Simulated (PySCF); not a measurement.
# Vertical excitation energies

Compound: C3H10Si2.
Structure used (PBE0-D3(BJ)/def2-SVP), in Å, numbered top down from 1:
```xyz
15
C3H10Si2 angstrom
C     -0.7408   -0.3044   -1.0655
C     -1.1309    0.8790   -0.1678
Si     0.4058    1.4623    0.8051
Si     1.4375   -0.6415    0.6835
C     -0.0168   -1.4111   -0.2848
H     -1.6354   -0.7139   -1.5657
H     -0.0837    0.0565   -1.8779
H     -1.5815    1.6969   -0.7518
H     -1.8915    0.5585    0.5660
H      1.1450    2.5432    0.0798
H      0.0700    1.9586    2.1753
H      2.7007   -0.6469   -0.1199
H      1.7021   -1.3322    1.9831
H     -0.7062   -1.8667    0.4478
H      0.3170   -2.2223   -0.9509
```

Method used: TDDFT PBE0/def2-SVPD, vertical, gas phase, core orbitals frozen in the response in PySCF.

```tsv
state	E (eV)	ν̃ (cm⁻¹)	f	symmetry	main configurations (H = HOMO, L = LUMO)
S1	6.33	51090	0.030	A′	H→L (77%), H→L+1 (20%)
S2	6.44	51970	0.034	A′	H→L+1 (77%), H→L (20%)
S3	7.09	57220	0.211	A″	H→L+2 (95%)
S4	7.17	57850	0.024	A′	H→L+3 (96%)
S5	7.51	60550	0.019	A′	H-1→L (83%), H→L+4 (12%)
S6	7.65	61680	0.014	A″	H-2→L (72%), H-2→L+1 (18%)
S7	7.70	62100	0.019	A′	H-1→L+1 (88%)
S8	7.79	62870	0.074	A″	H-2→L+1 (62%), H-2→L (19%)
S9	7.83	63140	0.0001	–	H→L+4 (81%), H-1→L (12%)
S10	7.98	64360	0.068	A″	H→L+5 (63%), H-1→L+2 (21%)
```

Triplets, Tamm–Dancoff:

| state | E (eV) | λ (nm) | main configurations (H = HOMO, L = LUMO) |
| --- | --- | --- | --- |
| T1 | 5.65 | 219.5 | H→L+1 (80%), H→L (13%) |
| T2 | 5.76 | 215.2 | H→L (77%), H→L+1 (13%) |
| T3 | 6.20 | 199.9 | H→L+2 (90%) |
| T4 | 6.79 | 182.6 | H→L+3 (89%) |

The lowest singlet lies at 6.33 eV (196 nm, vacuum ultraviolet) and is of moderate strength; its leading configuration is HOMO→LUMO (77%). The most intense listed level is S3 at 7.09 eV (175 nm, f = 0.211), 0.76 eV above S1. Löwdin shares by element: HOMO silicon 57%, carbon 22% or more (atoms not listed hold the other 20%); LUMO silicon 39%, carbon 18% or more (atoms not listed hold the other 44%). The oscillator strengths of these states sum to 0.494; summed over the whole spectrum of an exact calculation they would give the number of electrons, 56 (Thomas–Reiche–Kuhn). Weighted by f, the mean energy of these states is 7.29 eV. The listed states span 1.64 eV, and the widest gap between neighbours is 0.65 eV (S2 to S3). All these states lie below the vertical ionisation energy of 9.27 eV (ΔSCF). Symmetry labels in Cs follow from the direction of the transition dipole and are given only for states with f of 0.002 or more. The window holds the lowest 10 singlets.

Hardware: one thread, Arm Neoverse V1 (aarch64), no GPU, on a shared host. Cost: 96 s, 0.92 GiB resident at most.

One conformer stands for the species.
